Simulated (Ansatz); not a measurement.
Two isomers of C3H5F3O: A = `FCOCC(F)F`, B = `OC(CF)C(F)F`.

Computed with Ansatz on PBE0-D4/def2-TZVP structures; ΔE is electronic, products minus reactants. CCSD(T)/CBS adds triple-zeta CCSD(T) − MP2 to the extrapolated MP2 energy (def2 sets, frozen cores). DFT in def2-TZVPP. One conformer a species, not always the lowest.

A:

```xyz
12

F    -0.325    2.552   -0.181
C     0.170    1.475   -0.887
O    -0.663    0.392   -0.757
C    -0.610   -0.262    0.492
C     0.246   -1.501    0.396
F     0.178   -2.179    1.567
F     1.546   -1.161    0.193
H     0.184    1.744   -1.944
H     1.176    1.280   -0.503
H    -1.625   -0.560    0.761
H    -0.221    0.388    1.281
H    -0.055   -2.168   -0.418
```

B:

Z-matrix (Å, degrees):
```
C
C 1 1.511
O 1 1.403 2 111.8
C 1 1.515 2 112.0 3 119.7
H 1 1.100 2 108.6 3 -122.9
F 2 1.388 1 107.5 3 61.6
H 2 1.092 1 110.9 3 -56.2
H 2 1.092 1 111.5 3 -179.7
H 3 0.962 1 107.7 2 -50.3
F 4 1.354 1 111.2 2 -50.2
F 4 1.358 1 109.3 2 68.1
H 4 1.094 1 111.7 2 -171.2
```

Q: Which isomer does CCSD(T)/CBS put lower? Give the gap. (Best estimate.)

A: Computed: B, by 4.8 kcal/mol.

Q: Give E(B) − E(A) in kcal/mol with PBE-D4, HF/def2-TZVPP, PBE0-D4, B2PLYP, r2SCAN-D4, ωB97M-V, CCSD(T)/def2-TZVPP. (Best estimate.)

A: Ansatz gave: PBE-D4 -3.2, HF/def2-TZVPP -2.1, PBE0-D4 -3.9, B2PLYP -3.2, r2SCAN-D4 -3.5, ωB97M-V -4.2, CCSD(T)/def2-TZVPP -4.1. None reverses the order clearly.

Largest T1 diagnostic: 0.012.

In def2-TZVPP, CCSD(T) changes the Hartree–Fock value by −2.0 kcal/mol (the triples alone add +0.0 kcal/mol) and MP2 by −2.6 kcal/mol.
